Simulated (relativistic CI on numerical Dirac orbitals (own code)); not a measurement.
## Ta⁵³⁺: sensitivity of the levels to the model

Base calculation: Dirac-Coulomb-Breit CI, KLI orbitals optimised for each configuration, a model potential for QED, unscaled Slater integrals.

Configurations in the expansion (outside the closed core [Ne]): 3s2 3p6 3d2, 3s2 3p5 3d3, 3s 3p6 3d3, 3s2 3p6 3d 4s, 3s2 3p6 3d 4p, 3s2 3p6 3d 4d, 3s2 3p5 3d2 4s, 3s2 3p6 3d 4f, 3s2 3p5 3d2 4p, 3s2 3p5 3d2 4d, 3s 3p6 3d2 4s, 3p6 3d3 4p, 3s2 3p6 4s2, 3s 3p6 3d2 4p, 3s2 3p6 4s 4p, 3s2 3p6 3d 5s, 3s2 3p6 3d 5d, 3s2 3p6 3d 5g, 3p6 3d4, 3p5 3d5, 3p5 3d4 4s, 3p6 3d3 4s, 3p5 3d3 4s2, 3s2 3p6 4p2, 3s2 3p5 4s 4p2, 3s2 3p6 4s 4d, 3s2 3p5 4s2 4d, 3s 3p6 3d 4s2, 3s 3p6 4s2 4p, 3s 3p6 4s2 4d. Double excitations out of closed p, d and f shells are left out; levels of such configurations are missing from the list, as are those of other unlisted configurations, and high levels can miss mixing partners. These lack a partner that the ground configuration has and come out too high: 3s2 3p5 3d2 4p, 3s2 3p5 3d2 4d.

The lowest level and the first level of each name with at least 55 % of one term (blank where a level has no safe partner in the second run):

```json
{"Level": "3s2 3p6 3d2 3F_2", "Base (eV)": "0.000", "Shift (eV)": "0.000"}
{"Level": "3s2 3p6 3d2 3P_0", "Base (eV)": "23.532", "Shift (eV)": "+0.326"}
{"Level": "3s2 3p6 3d2 3F_3", "Base (eV)": "67.518", "Shift (eV)": "-0.087"}
{"Level": "3s2 3p6 3d2 1G_4", "Base (eV)": "81.331", "Shift (eV)": "-0.019"}
{"Level": "3s2 3p6 3d2 3P_1", "Base (eV)": "82.908", "Shift (eV)": "+0.399"}
{"Level": "3s2 3p6 3d2 3F_4", "Base (eV)": "143.398", "Shift (eV)": "-0.048"}
{"Level": "3s2 3p6 3d2 1S_0", "Base (eV)": "176.801", "Shift (eV)": "+0.206"}
{"Level": "3s2 3p5 3d3 3I°_7", "Base (eV)": "412.378", "Shift (eV)": "-0.500"}
```

At this charge energies of transitions that change n are usually good to better than 1 %, and those within a shell (Δn = 0) to a few per cent.

(1) One thing was changed in a second run, which moved the levels as shown. Which?
A. Breit term removed
B. QED terms removed
C. configuration mixing switched off
D. only the first 3 configurations

## Answers

(1) C. Configuration mixing switched off. Without mixing, levels that were pushed by configurations of the same parity and J return to their single-configuration places.

LS names give the leading component of a level, which can be under half, so a name can repeat, a term be missing and a line seem to break the LS rules.
